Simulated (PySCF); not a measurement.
**SeO: from constants to spectrum**

ROHF-CCSD(T) constants of SeO, ³Σ⁻ (triplet), unpaired electrons π ↑↑ (basis Se def2-TZVPP, O def2-TZVPP; no relativity; PySCF 2.14; masses 79.9165 and 15.9949 u):

* ωe: 923.9 cm⁻¹
* ωexe: 4.44 cm⁻¹
* Be: 0.46574 cm⁻¹
* αe: 0.00295 cm⁻¹
* D (centrifugal): 4.73e-07 cm⁻¹
* De to Se + O: 4.31 eV

Problem. Give the vibrational terms G(v) and spacings up to v = 3.

Solution. G(v) = ωe(v+½) − ωexe(v+½)².

| v | G(v) (cm⁻¹) | G(v) − G(v−1) | Bv (cm⁻¹) |
| --- | --- | --- | --- |
| 0 | 461 |  | 0.4643 |
| 1 | 1376 | 915 | 0.4613 |
| 2 | 2282 | 906 | 0.4584 |
| 3 | 3179 | 897 | 0.4554 |

Problem. How well does the Morse estimate ωe²/(4ωexe) reproduce De, and what is D0?

Solution. It gives 5.96 eV, 138 % of the computed De. D0 = De − G(0) = 4.31 − 0.06 = 4.25 eV.

Correlated steps freeze 10 core orbitals. Spin–orbit coupling is left out. The state is the lowest determinant that a PBE0 search found; another state may lie lower at other levels.
